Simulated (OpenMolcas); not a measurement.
Tl II: effect of the active space

- Program: OpenMolcas
- Method: SS-CASPT2 or its RAS form, IPEA 0.25 Eh, imaginary shift 0.1 Eh
- Basis: ANO-R2
- Scalar Hamiltonian: X2C, finite nucleus
- Spin-orbit coupling: RASSI with atomic mean-field integrals over the reference wave functions, term energies averaged over their components

A. 2 electrons in 4 orbitals (6s 6p); 2S+1 = 3 even, 3 roots; 2S+1 = 1 even, 7 roots; 2S+1 = 3 odd, 3 roots; 2S+1 = 1 odd, 3 roots; closed shells correlated: 5d; CASPT2 step roughly 4 core-seconds
B. 2 electrons in 8 orbitals (6s 6p 7s 7p); 2S+1 = 3 even, 1 root; 2S+1 = 1 even, 7 roots; 2S+1 = 3 odd, 3 roots; 2S+1 = 1 odd, 3 roots; closed shells correlated: 5d; CASPT2 step about 5 core-seconds
C. 2 electrons in 9 orbitals (RAS2 6s 6p; RAS3 6d, at most 2 electrons); 2S+1 = 3 even, 3 roots; 2S+1 = 1 even, 7 roots; 2S+1 = 3 odd, 3 roots; 2S+1 = 1 odd, 3 roots; closed shells correlated: 5d; CASPT2 step roughly 8 core-seconds

Energies in cm⁻¹ above 6s² ¹S₀, the measured ground level; measured values from NIST Handbook of Basic Atomic Spectroscopic Data.

```tsv
Level	A	B	C	Measured
6s² ¹S₀	0.0	0.0	0.0	0.0
6s 6p ³P°₀	51520	51430	51400	49451
6s 6p ³P°₁	54060	53950	53880	52394
6s 6p ³P°₂	60830	60720	60730	61728
6s 6p ¹P°₁	75270	74910	74470	75663
```

Deviations, from unrounded energies. A percentage is the sum of absolute deviations over the sum of measured energies, with the sign that they share, or ± where signs differ.

```json
{"Against measurement": "mean absolute deviation (cm-1)", "Levels": "4", "A": "1300", "B": "1300", "C": "1400"}
{"Against measurement": "other configurations (%)", "Levels": "4", "A": "±2.1", "B": "±2.2", "C": "±2.3"}
```

A, B lie about equally close to measurement and C furthest from it. The largest miss of A in the table is 6s 6p ³P°₀, by +2100 cm-1. The ranking rests on the paired levels alone, and a cruder setting can come out closer through cancelling errors.

Among A to C the level of the table that moves most is 6s 6p ¹P°₁, by 800 cm-1 (lowest in C, highest in A). Moves below CASPT2's spread within the term are not significant.

Spin-orbit splittings of 6p shells tend to come out small when the coupling is added on scalar orbitals. The run also gave levels led by 6s 7s, which use shells meant for correlation; these and all levels above them are left out (holds for B). Active for correlation alone: 6d; no level in the range computed is led by a configuration that fills it, so any true level of that kind is missing (holds for C). Measured partners are found by configuration, term and J. A level has none where our copy of the source lacks it or the pairing is in doubt (some pairs that miss far off the trend of their configuration count as doubtful), and it then counts in no deviation. Levels of configurations outside the active space are missing. The table leaves out levels that lie high or whose names do not pair safely across all columns.

° marks odd parity.
